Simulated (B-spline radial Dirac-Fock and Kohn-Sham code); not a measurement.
**Kohn-Sham estimates against Dirac-Fock for the levels of Co¹⁰⁺**

System: cobalt as Co¹⁰⁺, [Ne] 3s2 3p5.

The density-functional columns are spherical, spin-unpolarised Dirac-Kohn-Sham results without Breit or QED terms: −ε is minus the orbital energy of the initial state and ΔSCF the difference of two total energies. The reference in the last column comes from ΔSCF Dirac-Fock with Breit, self-energy and vacuum polarisation, finite nucleus, configuration average. All numbers are from a B-spline atomic structure program, in eV; a selection of levels is shown. The Kohn-Sham columns are given as differences from the reference. For the 1s level of heavy atoms much of the gap between ΔSCF and the reference is the Breit and QED part, -12.9 eV here; for other levels the error of the functional can be larger.

| level | LDA −ε − DF | LDA ΔSCF − DF | Dirac-Fock |
| --- | --- | --- | --- |
| K | -164.7 | +11.8 | 8004.4 |
| L1 | -61.5 | -22.3 | 1225.0 |
| L2 | -44.7 | +0.3 | 1091.0 |
| M1 | -21.1 | -5.2 | 351.2 |
| M2,3 | -14.0 | +1.8 | 305.9 |

Values without a named source are computed, but for edge energies of neutral atoms, which are taken from tables.
